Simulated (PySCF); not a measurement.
Work out the structure from these simulated measurements.

Elements present: C, H, P, S and Si. Monoisotopic mass: 153.9496 u.

| Property | Result |
| --- | --- |
| Dipole | 0.94 D [PBE0/def2-SVPD] |
| Triplet | lowest triplet excitation (Tamm–Dancoff): 4.68 eV [TDA PBE0/def2-SVPD] |
| Polarisability | 115.7 au [PBE0/def2-SVPD] |
| 13C NMR | chemical shifts (computed TMS as zero) by class: 42.3 (2 C) ppm [GIAO PBE0/pcSseg-1] |
| UV, strongest line | among the 6 lowest singlet transitions: S5 at 5.98 eV (207 nm, f = 0.011) [TDDFT PBE0/def2-SVPD] |
| 1H NMR | chemical shifts (computed TMS as zero) by class: 6.40 (1 H), 2.93 (2 H), 2.88 (2 H), 1.49 (2 H) ppm [GIAO PBE0/pcSseg-1] |
| Rotational structure | rotational constants A, B, C: 2.245, 1.205, 0.878 GHz [GFN2-xTB] |

Gas-phase values; electronic properties from PySCF, density fitting. Levels stand in brackets. One conformer (not necessarily the lowest) at the GFN2-xTB geometry, without solvent, vibrations or thermal averaging. NMR classes are plain means over equivalent atoms (diastereotopic ones count apart unless rotation or inversion swaps them), as if these changed places fast.

Question: Which formula fits the mass and the elements?

Answer: C2H7PS2Si (calculated 153.9496). No other formula that holds each of these elements comes within 0.0003 u with a fitting electron parity and a possible valence count.

Question: What is the compound? Reason from the data.

Answer: Numbering: `[PH2:1][SiH:2]1[S:3][CH2:4][CH2:5][S:6]1`. 2 carbons fall into 1 class: ring sp3 carbon bound to sulfur [C4/C5] (42.3 ppm, 2 C). Hydrogen classes from least to most shielded: 1 H on an SiH silicon, Si2 (6.40 ppm), 2 H on 2 like atoms (sp3 carbon bound to sulfur), C4/C5 (2.93 ppm), 2 H on 2 like atoms (sp3 carbon bound to sulfur), C4/C5 (2.88 ppm), 2 H on a three-coordinate phosphorus, P1 (1.49 ppm). The optimised geometry has point group C1 and is an asymmetric top. Structure: `P[SiH]1SCCS1`. The assignments are read from this structure; whether some other isomer fits the data as well wasn't checked.
